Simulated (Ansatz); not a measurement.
Cost and result for the atomization energy of CH₆BNOSi (11 atoms, 10 bonds).

```xyz
11

N     0.269   -0.301    1.413
C     0.371   -0.780    0.157
O     1.221   -1.798    0.015
B    -0.409   -0.290   -1.048
Si   -0.937    1.488   -1.012
H     1.063   -0.339    2.036
H    -0.361    0.474    1.547
H     1.525   -2.129    0.870
H    -0.522   -1.000   -2.000
H    -1.600    2.259   -2.094
H    -0.620    2.414    0.118
```

Total charge 0; spin multiplicity 1. The bonds changed during the relaxation, so this is another structure than the one it started from. Geometry: relaxed with PBE0-D4/def2-TZVP. It is one conformer, not always the lowest. Program: Ansatz. All runs use 4 threads of an Arm Neoverse V2 on a shared host. Times are those of one run each, without the atoms' runs, and a repeat can differ threefold. Electronic energies, without spin–orbit coupling; frozen cores. CCSD(T)/CBS adds CCSD(T) − MP2 in def2-TZVPP to the MP2 limit, and its time is that of the two runs behind it. T1 = 0.017; the RHF reference is unstable towards UHF. B3LYP takes the VWN-RPA correlation (the form of Gaussian; ORCA's B3LYP/G).

CCSD(T)/CBS is a level of theory with its own doubt, some kJ/mol a heavy atom from the limit and from the frozen cores, so smaller differences don't rank the functionals.

```tsv
level	functions	wall time	atomization (kcal/mol)	difference from CCSD(T)/CBS	per bond
PBE-D4/def2-TZVPP (with forces)	250	2.3 s	956.2	35.3	3.5
PBE0-D4/def2-TZVPP	250	2.4 s	930.2	9.3	0.9
B3LYP-D4/def2-TZVPP (with forces)	250	3.8 s	930.0	9.1	0.9
r2SCAN-D4/def2-TZVPP (with forces)	250	3.9 s	932.5	11.6	1.2
B2PLYP/def2-TZVPP	250	5 s	915.7	-5.2	-0.5
ωB97X-V/def2-TZVPP	250	6.5 s	925.1	4.2	0.4
ωB97M-V/def2-TZVPP (with forces)	250	9 s	927.5	6.6	0.7
MP2/def2-QZVPP	478	20 s	925.9	5.0	0.5
CCSD(T)/def2-TZVPP	250	110 s	894.1	-26.8	-2.7
CCSD(T)/CBS(def2)	–	2.1 min	920.9	0.0	0.0
```

The D4 term adds +8.8 kcal/mol with B3LYP and +4.6 kcal/mol with PBE0; it sums over pairs of atoms, weighted by their polarisabilities, and B3LYP, whose exchange is more repulsive, gets the larger term. From PBE to PBE0 (25 % exact exchange), in def2-TZVPP and without D4, the atomization energy moves by −25.1 kcal/mol: exact exchange takes away binding that semilocal exchange gives to molecules. In def2-TZVPP, CCSD(T) changes the Hartree–Fock value by +260.5 kcal/mol (the triples alone add +19.0 kcal/mol) and MP2 by +276.5 kcal/mol; breaking electron pairs costs correlation energy, which Hartree–Fock lacks.
